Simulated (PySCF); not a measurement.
## Two-component Hartree-Fock for Hg(35+) (mercury, charge +35)

Start: [Kr] 4d9; 4d3/2 filled at m_j = -3/2, -1/2, +1/2, +3/2; 4d5/2 filled at m_j = -3/2, -1/2, +1/2, +3/2, +5/2. Calculated with PySCF 2.14 in an uncontracted even-tempered set (17 s from 3.7 bohr⁻², ratio 2.8; 14 p from 4.8 bohr⁻², ratio 2.8; 9 d from 4.8 bohr⁻², ratio 2.8; 3 f from 22 bohr⁻², ratio 3): generalised Hartree-Fock with the X2C-1e Hamiltonian and a Gaussian nucleus; one run each with spin-orbit coupling (SO) switched off, then screened by Boettger's factors.

```csv
spinor shell,electrons,"ε, spin-free (eV)","ε, screened SO (eV)",weight of nominal j (screened SO),"rms radius, screened SO (bohr)"
1s1/2,2,-84976.9,-84943.5,1.000,0.0187
2s1/2,2,-16380.5,-16369.9,1.000,0.0756
2p1/2,2,-14333.7,-15738.6,1.000,0.0640
2p3/2,4,-14333.7,-13785.7,1.000,0.0721
3s1/2,2,-5022.2,-5018.7,1.000,0.192
3p1/2,2,-4420.6,-4738.4,1.000,0.183
3p3/2,4,-4420.6,-4293.8,1.000,0.199
3d3/2,4,-3781.8,-3837.9,1.000,0.174
3d5/2,6,-3781.8,-3741.8,1.000,0.178
4s1/2,2,-2093.0,-2091.9,1.000,0.398
4p1/2,2,-1870.6,-1967.1,1.000,0.400
4p3/2,4,-1870.6,-1831.3,1.000,0.429
4d3/2,4,-1617.5,-1633.6,0.996,0.419
4d5/2,5,-1617.5,-1606.0,0.997,0.427
```

```
   quantity     spin-free   screened SO
E (hartree)  -18929.21367  -18961.72833
        M_J           5/2           5/2
       ⟨J²⟩         8.750         8.750
       ⟨L²⟩         6.000         6.119
       ⟨S²⟩         0.750         0.868
```

Each row is a mean over spinors that exchange with the open shell spreads, by up to 15.863 eV (4p3/2).

Breit and QED terms are absent; they matter most for the inner s and p1/2 levels.

Densities and radii are taken from the X2C orbitals without a picture-change correction, which distorts them close to the nucleus.

Without spin-orbit coupling the j labels of p, d and f shells carry no meaning; the spin-free column gives the mean over the occupied spinors of each nl shell.
